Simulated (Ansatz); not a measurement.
Geometry optimisation, Ansatz, RKS PBE-D4/def2-SVP.

Input:

```yaml
crystal:
  periodic: [false, false, false]
  atoms:
    - { symbol: B, position_ang: [-1.3679, -0.4739, 0.7093] }
    - { symbol: C, position_ang: [0.0355, -0.4972, 0.0377] }
    - { symbol: C, position_ang: [0.739, -1.7322, 0.5552] }
    - { symbol: O, position_ang: [-0.0247, -0.5772, -1.3601] }
    - { symbol: S, position_ang: [0.9924, 1.0027, 0.4905] }
    - { symbol: C, position_ang: [0.67758, 0.99724, 2.29688] }
    - { symbol: H, position_ang: [-1.5068, -0.3432, 1.8743] }
    - { symbol: H, position_ang: [-2.3442, -0.4248, 0.0108] }
    - { symbol: H, position_ang: [0.2302, -2.6441, 0.3303] }
    - { symbol: H, position_ang: [1.7952, -1.7875, 0.1587] }
    - { symbol: H, position_ang: [0.8582, -1.6933, 1.6974] }
    - { symbol: H, position_ang: [0.8329, -0.5456, -1.7298] }
    - { symbol: H, position_ang: [1.00159, 0.00672, 2.79144] }
    - { symbol: H, position_ang: [-0.38606, 1.12884, 2.48989] }
    - { symbol: H, position_ang: [1.23393, 1.80764, 2.74743] }
basis:
  gaussian: { orbitals: def2-SVP }
hamiltonian:
  xc: pbe
  dispersion: d4
relax:
  f_tol: 0.015
  max_steps: 40
output:
  orbitals: {}
```

Run as:

```bash
$ ansatz run input.yaml --threads 2 --pin off --max-ram 3072MiB --backend cpu --events-out ev --progress --plain --runs-dir out
```

Problem. Where does it end, and by what steps?

Solution. It converged. After 14 steps the energy has fallen by 1.328 eV; S5 moved furthest, 0.95 Å. Joined: B1–S5 (2.79 → 2.00 Å).

```csv
step,energy less start (eV),largest force component (eV/Å),accepted
0,0.0000,2.671,yes
1,-0.4029,0.770,yes
2,-0.5773,0.834,yes
3,-0.7218,0.677,yes
4,-0.9214,0.535,yes
5,-1.1610,0.537,yes
6,-1.2607,0.536,yes
7,-1.3111,0.370,yes
8,-1.3235,0.160,yes
9,-1.3266,0.109,yes
10,-1.3272,0.076,yes
11,-1.3276,0.035,yes
12,-1.3276,0.035,yes
13,-1.3274,0.048,no
14,-1.3278,0.009,yes
```

```xyz
15
Properties=species:S:1:pos:R:3
B -1.376 -0.202 0.575
C -0.113 -0.838 -0.097
C 0.855 -1.777 0.567
O 0.004 -0.756 -1.440
S 0.080 1.164 0.703
C 0.665 1.051 2.428
H -1.660 -0.593 1.698
H -2.258 0.205 -0.160
H 0.530 -2.814 0.330
H 1.898 -1.654 0.198
H 0.846 -1.685 1.667
H 0.917 -0.995 -1.706
H 1.188 0.094 2.620
H -0.189 1.145 3.124
H 1.381 1.879 2.591
```

Whether the end is a true minimum wasn't checked by a vibrational analysis.

Run time: 85 s on 2 threads of Arm Neoverse N1, on a shared host, peak memory 0.18 GiB.
